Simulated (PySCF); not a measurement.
H2BeO, singlet, at the geometry optimised at the base level; HF/cc-pVDZ, frequencies (PySCF).

The PySCF input:
```python
from pyscf import gto, scf
from pyscf.hessian import thermo

mol = gto.M(
    atom='''
Be   -0.777483   -0.375755    0.022103
H    -1.989824   -0.938647    0.080900
O     0.511637    0.197296   -0.067344
H     1.006662    0.863297    0.369440
''',
    basis='cc-pvdz',
    charge=0,
    spin=0,
    verbose=3,
)

mf = scf.RHF(mol)
mf.kernel()
hess = mf.Hessian().kernel()
freq = thermo.harmonic_analysis(mf.mol, hess)
print('frequencies / cm-1', freq['freq_wavenumber'].round(1))
th = thermo.thermo(mf, freq['freq_au'], 298.15, 101325)
thermo.dump_thermo(mf.mol, th)
```

Output, abridged:

```
converged SCF energy = -90.7169746965247
frequencies / cm-1 [ 378.9  606.8  608.7 1234.7 2210.9 4293.7]
temperature 298.1500 [K]
pressure 101325.00 [Pa]
Rotational constants [GHz] 1458.08662 28.00503 27.47729
Symmetry number 1
Zero-point energy (ZPE) 0.02126 [Eh]   55827.274 [J/mol]
                           tot       elec      trans        rot        vib
Entropy [J/mol/K]       226.284      0.000    149.863     68.249      8.172
Cv [J/mol/K]             40.569      0.000     12.472     12.472     15.625
Cp [J/mol/K]             48.883      0.000     20.786     12.472     15.625
Internal energy [J/mol]                      3718.434   3718.434  57551.668
Internal energy [Eh]   -90.69222  -90.71697
Enthalpy [J/mol]                             6197.391   3718.434  57551.668
Enthalpy [Eh]          -90.69128
Gibbs free energy [J/mol]                  -38484.271 -16630.116  55115.257
Gibbs free energy [Eh] -90.71697
```
